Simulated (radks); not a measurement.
Problem. The mean radii <r> (bohr) of the occupied orbitals of an atom or ion are listed with their occupations. Calculated with a radial shooting solver on a logarithmic mesh with Libxc functionals: scalar-relativistic Kohn-Sham, PBE, spin-polarised, spherical densities, finite nucleus; Fermi nuclear charge, rms radius of each element as measured or else 0.836 A^(1/3) + 0.57 fm.

orbital  occ.      <r>
1s up       1  0.04408
1s down     1  0.04408
2s up       1   0.1959
2s down     1   0.1959
2p up       3   0.1711
2p down     3   0.1711
3s up       1   0.5681
3s down     1   0.5686
3p up       3   0.5803
3p down     3   0.5811
3d up       5   0.5997
3d down     4   0.6018
4s up       1    1.514
4s down     1    1.511
4f up       1    3.193

Name the element and its charge. Open shells, if any, are filled with parallel spins first.

Solution. Z = 34, selenium, charge +4: Se4+ in [Ar] 3d9 4s2 4f1. The 1s radius gives Z: for a bare nucleus <r> = (2 gamma + 1)/(2Z) with gamma = sqrt(1 - (Z/c)^2), 0.0432 bohr for Z = 34, and screening makes it slightly larger (0.04408 here). The occupations add up to 30, and the charge is Z minus that.
